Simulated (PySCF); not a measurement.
C₅H₈GeO.
SMILES: `CC#[C][GeH2][C](C)=O`

The calculation used TDDFT wB97X-D/def2-SVPD, vertical, gas phase, core orbitals frozen in the response (PySCF 2.14.0, density-fitted response routines). Geometry: PBE0-D3(BJ)/def2-SVP, one conformer, isolated molecule. The wB97X-D/def2-SVPD calculation is non-relativistic and has no spin–orbit coupling, an omission that weighs most on germanium. Torsions of this conformer, `[CH3:1][C:2]#[C:3][GeH2:4][C:5]([CH3:6])=[O:7]`: C3–Ge4–C5–C6 -6°.

Computed states:

```csv
state,E (eV),f
S1,3.67,0.0012
S2,5.98,0.0001
S3,6.16,0.028
S4,6.20,0.0033
S5,6.54,0.033
S6,6.75,0.139
S7,7.02,0.031
S8,7.07,0.0063
S9,7.30,0.030
S10,7.31,0.0040
```

Each state is given a Gaussian of 0.3 eV full width at half maximum, with ε(max) = 2.175×10⁸ f / Δν̃ (Δν̃ the width in cm⁻¹). The width is an assumption, not a result. The curve ends short of the highest state used, and states not computed would add to its high-energy end.

Q: What does the envelope look like, and where are its maxima?

A: 
E (eV), ε (L mol⁻¹ cm⁻¹) and a bar:
```
     3.22          0 
     3.37          7 
     3.52         57 
     3.67        111 
     3.82         53 
     3.98          5 
     4.13          0 
     4.28          0 
     4.43          0 
     4.58          0 
     4.74          0 
     4.89          0 
     5.04          0 
     5.19          0 
     5.34          0 
     5.49          0 
     5.65          1 
     5.80         57 
     5.95        731 ##
     6.10       2496 ######
     6.25       2401 #####
     6.41       2544 ######
     6.56       6928 ################
     6.71      13149 ##############################
```

Maxima: 338 nm (3.67 eV), ε about 110, made up of S1 (100%); 201 nm (6.16 eV), ε about 2800, made up of S3 (88%) and S4 (10%) (ε in L mol⁻¹ cm⁻¹; maxima over ε = 5, shares over 10%). At its high-energy end, 6.71 eV, the curve is still rising (ε about 13000, from S6).

Q: What would ε be at 6.16 eV, the highest of these maxima, with half the width (0.15 eV)?

A: About 5450 L mol⁻¹ cm⁻¹ against 2810, a factor of about 1.9; a lone state at its own centre would give exactly 2.

Q: Coming from long wavelengths, where does ε first pass 100 L mol⁻¹ cm⁻¹?

A: At about 343 nm (3.61 eV), 0.06 eV below S1.

Q: On this curve, what absorbance would a 10⁻³ mol/L sample give at 365 nm over a 1 cm path?

A: 365 nm is 3.397 eV, where ε is about 12 L mol⁻¹ cm⁻¹, so A = ε c l ≈ 0.012 (Beer–Lambert, with the gas-phase spectrum and the assumed width).

The vertical ionisation energy (ΔSCF) is 8.80 eV, 1.49 eV above S10.
